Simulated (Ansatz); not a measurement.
Basis-set extrapolation for C$_{3}$H$_{6}$OSi, SMILES `C=C1OC[SiH2]1` (PBE0-D4/def2-TZVP geometry, frozen core, Ansatz 0.2.0). Multiplicity 1, RHF reference.

|  | def2-TZVPP | def2-QZVPP |
| --- | --- | --- |
| HF | -480.909594 | -480.927323 |
| MP2 correlation | -0.838880 | -0.897588 |
| CCSD(T) correlation | -0.917481 | not run |

Energies in hartree. Use E(X) = E(∞) + A·exp(−7.88·√X) for Hartree–Fock and E(X) = E(∞) + B·X^(−2.97) for correlation, with X = 3 and 4, and add CCSD(T) minus MP2 of the smaller set to the MP2 limit.

Q: What is the CCSD(T) energy at the basis-set limit?

A: HF limit: -480.927323 + (-0.017729) × 0.13774 = -480.92976. MP2 limit: -0.897588 + (-0.058708) × 0.74074 = -0.94108. Higher-order term: -0.917481 − (-0.838880) = -0.07860. Total: -481.94944 hartree, 3.33 eV below CCSD(T)/def2-TZVPP.
